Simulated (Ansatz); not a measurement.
Species: C3H6F2O (charge 0, singlet). 
Structure (B3LYP-D3(BJ)/def2-TZVP (Ansatz, a quantum-chemistry and plane-wave program) minimum search):
```xyz
12

C     -1.6469    -0.7578     0.6681
C     -0.4519     0.1858     0.6605
O     -0.7299     1.4068    -0.0002
C      0.7374    -0.4488    -0.0411
F      1.8169     0.3829    -0.0111
F      0.4576    -0.7090    -1.3516
H     -1.4028    -1.7026     1.1586
H     -1.9717    -0.9629    -0.3517
H     -2.4765    -0.3070     1.2162
H     -0.1199     0.3725     1.6915
H     -1.5175     1.7965     0.3925
H      1.0253    -1.3913     0.4334
```

Property: vertical triplet-singlet gap (E(triplet) - E(singlet); each state is the SCF solution reached for its spin), in kcal/mol. Valence correlation only, unless marked. Open shells are spin-unrestricted. Spin-orbit coupling is left out. Non-relativistic. 

| level | program | vertical triplet-singlet gap (kcal/mol) |
|---|---|---|
| HF/aug-cc-pVDZ | Ansatz | 139.4 |
| HF/aug-cc-pVTZ | Ansatz | 139.1 |
| SVWN5/def2-TZVPD | Ansatz | 148.8 |
| PBE/def2-TZVPD | Ansatz | 147.4 |
| r2SCAN/def2-TZVPD | Ansatz | 151.2 |
| B3LYP/def2-TZVPD | Ansatz | 154.7 |
| PBE0/def2-TZVPD | Ansatz | 154.5 |
| BHLYP/def2-TZVPD | Ansatz | 157.7 |
| CAM-B3LYP/def2-TZVPD | Ansatz | 159.0 |
| wB97M-V/def2-TZVPD | Ansatz | 161.6 |
| wB97X-V/def2-TZVPD | Ansatz | 163.0 |
| B2PLYP/def2-TZVPD | Ansatz | 160.4 |
| MP2/aug-cc-pVDZ | Ansatz | 167.6 |
| RI-MP2/aug-cc-pVTZ | Ansatz | 170.5 |
| SCS-MP2/aug-cc-pVDZ | Ansatz | 167.3 |
| CCSD/aug-cc-pVDZ | Ansatz | 158.7 |
| CCSD(T)/aug-cc-pVDZ | Ansatz | 158.4 |
